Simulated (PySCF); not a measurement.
## Working out the ionisation energy of Br²⁺

Br²⁺ [Ar] 3d10 4s2 4p3 (4S) → Br³⁺ [Ar] 3d10 4s2 4p2 (3P). Calculation: PySCF 2.14, in x2c-SVPall; the spin-free X2C one-electron Hamiltonian (Gaussian nucleus). Frozen: [Ar] 3d10. Energies in hartree (1 hartree = 27.21139 eV):

```csv
part,Br²⁺ (lower),Br³⁺ (upper)
UHF,-2602.815354,-2601.543591
CCSD correlation,-0.076651,-0.065024
(T),-0.000766,-0.000615
```

Q: What does Hartree-Fock give?

A: (-2601.543591) − (-2602.815354) = 1.271763 hartree = 34.606 eV.

Q: What do CCSD and CCSD(T) give?

A: The CCSD correlation energies differ by 0.011627 hartree = 0.316 eV and the triples by 0.000151 hartree = 0.004 eV, so CCSD gives 34.922 eV and CCSD(T) 34.926 eV.

Reference: 34.871 ± 0.019 eV (measured; NIST Atomic Spectra Database, ionization energies), between the lowest levels; spin-orbit coupling is absent from the calculation.

A double-zeta basis recovers only part of the correlation energy.

What remains against the reference includes basis incompleteness, the frozen core and higher excitations.
